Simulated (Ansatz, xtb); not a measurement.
# Relative energy of two structures of F2H4In2S2

Structure X is a singlet given by its coordinates and structure Y is a singlet given by its coordinates. Both are gas-phase species (loosely bound parts included), relaxed with PBE0-D4/def2-SVP.

X (Å):

```xyz
10

F    -2.5477   -0.7196   -1.0848
F    -1.7449    0.6920    1.0366
In   -0.7067   -0.7211   -0.0828
In   -3.7807    0.8898    0.0196
S     0.7634    0.7185   -1.3950
S    -2.4927    2.2214   -2.5351
H    -0.4238   -2.2150    0.6949
H     0.9525   -0.2114   -2.3586
H    -1.2179    1.8753   -2.1756
H    -2.7313    0.9701   -2.9848
```

Close contacts (Å): F1–In3 2.10, F1–In4 2.31, F2–In3 2.08, F2–In4 2.28, In3–In4 3.47, In3–S5 2.44, In4–S6 3.16, In3–H7 1.71, S5–H8 1.35, S6–H9 1.37, S6–H10 1.35.

Y (Å):

```yaml
atoms:
  - { symbol: F, position_ang: [0.2594, -1.1299, 3.2134] }
  - { symbol: F, position_ang: [-0.5761, -2.0573, 0.8475] }
  - { symbol: In, position_ang: [1.5957, -1.5880, 1.3930] }
  - { symbol: In, position_ang: [-1.6804, -1.5388, 2.5393] }
  - { symbol: S, position_ang: [1.0297, 1.5170, 1.4387] }
  - { symbol: S, position_ang: [-2.6086, 0.5912, 1.7848] }
  - { symbol: H, position_ang: [-0.3294, 1.3500, 1.4721] }
  - { symbol: H, position_ang: [1.1158, 1.2715, 2.7641] }
  - { symbol: H, position_ang: [-2.4665, 0.1946, 0.4989] }
  - { symbol: H, position_ang: [-2.3678, -2.8306, 3.4169] }
```

Close contacts (Å): F1–In3 2.30, F1–In4 2.09, F2–In3 2.29, F2–In4 2.09, In3–In4 3.47, In3–S5 3.16, In4–S6 2.44, In4–H10 1.71, S5–H7 1.37, S5–H8 1.35, S6–H9 1.35.

Which of the two would you expect CCSD(T)/def2-SVP + ΔMP2/def2-TZVPP electronic energies to favour?

CCSD(T)/def2-SVP + ΔMP2/def2-TZVPP gives E(Y) − E(X) = +0.19 kcal/mol, slightly favouring structure X, which is too small a margin to settle the true order.

The same difference at several levels:

```tsv
level	geometry	E(Y) − E(X) (kcal/mol)	departure from the last row (kcal/mol)	job, with rough time for the two
PBE0-D4/def2-SVP	PBE0-D4/def2-SVP	−0.16	−0.34	optimisation, 4.1 min
HF/def2-SVP	PBE0-D4/def2-SVP	+0.28	+0.10	part of the CCSD(T) run
MP2/def2-SVP	PBE0-D4/def2-SVP	−0.06	−0.25	part of the CCSD(T) run
CCSD(T)/def2-SVP	PBE0-D4/def2-SVP	−0.03	−0.21	single point
CCSD(T)/def2-SVP + ΔMP2/def2-TZVPP	PBE0-D4/def2-SVP	+0.19		single point, 2.7 min
```

The largest departure from CCSD(T)/def2-SVP + ΔMP2/def2-TZVPP is that of PBE0-D4/def2-SVP, 0.34 kcal/mol. No reliable frequencies are at hand for X or Y, so they aren't confirmed as minima. Levels run at GFN2-xTB geometries aren't shown. The last row adds to CCSD(T) the change of the MP2 difference between the two basis sets, here +0.21 kcal/mol.

The correlated steps freeze 20 core orbitals; the filled d shell of In is correlated, in a basis made for valence electrons. Atoms past krypton carry core potentials in the def2 sets and no spin–orbit term is included. Codes used: Ansatz 0.2.0, xtb 6.7.1; the last row on 2 threads of Arm Neoverse V2 on a shared host.
